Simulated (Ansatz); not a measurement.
Spectroscopic constants of NaB, multiplicity 3 (lowest of 2S+1 = 1, 3 at CCSD(T)/def2-TZVPP on PBE0 minima; our sources give no spin for the ground state, which may be another).

D_e counts from the fitted minimum to each atom's lowest state at the same level, without counterpoise.

Correlated levels freeze the inner cores; with def2 sets outer-core shells near the valence are correlated too.

Programs: Ansatz (an electronic-structure program) with Gaussian orbitals. Values without a source in brackets are computed.

PBE/def2-TZVPP gives 24.38 kcal/mol for the bond energy D_e.

Q: How do the other levels lie against it? Give each less PBE: r2SCAN/def2-TZVPP, PBE0/def2-TZVPP, wB97M-V/def2-TZVPP, B2PLYP/def2-TZVPP, CCSD(T)/def2-QZVPP.

A: r2SCAN/def2-TZVPP 1.28; PBE0/def2-TZVPP -2.49; wB97M-V/def2-TZVPP -5.09; B2PLYP/def2-TZVPP -6.74; CCSD(T)/def2-QZVPP -6.12 kcal/mol. 1 of 5 lie above PBE; the widest gap is to B2PLYP/def2-TZVPP.
